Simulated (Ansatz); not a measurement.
Start from `O[Si]1(F)CO1` and change one atom or group to get `O[Si]1([SnH3])CO1`.

Ansatz, PBE0-D4/def2-TZVP geometries, multiplicity 1. Each molecule was computed in one conformer, which needn't be the lowest.

Elements past krypton have def2 core potentials.

| property | `O[Si]1(F)CO1` |
| --- | --- |
| LUMO energy (PBE/def2-TZVPP) / eV | -0.95 |
| size of the dipole moment (B3LYP/def2-TZVPP) / D | 2.41 |
| ideal-gas entropy at 298 K and 1 bar (rigid rotor, harmonic PBE0-D4/def2-TZVP) / J/(mol·K) | 312 |
| size of the dipole moment (PBE/def2-TZVPP) / D | 2.28 |
| zero-point energy (PBE0-D4/def2-TZVP) / kJ/mol | 127.7 |
| HOMO–LUMO gap (PBE/def2-TZVPP) / eV | 5.61 |

Question: What does the change do to each property? (Best estimate.)

Answer: Computed: 
```json
{"property": "LUMO energy (PBE/def2-TZVPP) / eV", "`O[Si]1([SnH3])CO1`": "-1.36", "shift": "-0.41"}
{"property": "size of the dipole moment (B3LYP/def2-TZVPP) / D", "`O[Si]1([SnH3])CO1`": "2.23", "shift": "-0.18"}
{"property": "ideal-gas entropy at 298 K and 1 bar (rigid rotor, harmonic PBE0-D4/def2-TZVP) / J/(mol·K)", "`O[Si]1([SnH3])CO1`": "393", "shift": "81"}
{"property": "size of the dipole moment (PBE/def2-TZVPP) / D", "`O[Si]1([SnH3])CO1`": "2.01", "shift": "-0.27"}
{"property": "zero-point energy (PBE0-D4/def2-TZVP) / kJ/mol", "`O[Si]1([SnH3])CO1`": "172.8", "shift": "45.1"}
{"property": "HOMO–LUMO gap (PBE/def2-TZVPP) / eV", "`O[Si]1([SnH3])CO1`": "4.75", "shift": "-0.86"}
```

With PBE0 the HOMO rises by 0.63 eV and the LUMO falls by 0.62 eV, so the gap narrows by about 1.25 eV. PBE moves the HOMO by 0.45 eV and ωB97M-V by 0.76 eV. The zero-point energy changes by 45.1 kJ/mol with +9 modes. Dipoles are sizes alone; their direction can turn. Modes under 60 cm⁻¹, often nearly free rotors, make the harmonic entropy too high.

B3LYP here is the variant with VWN-RPA as its local correlation; programs differ in this.
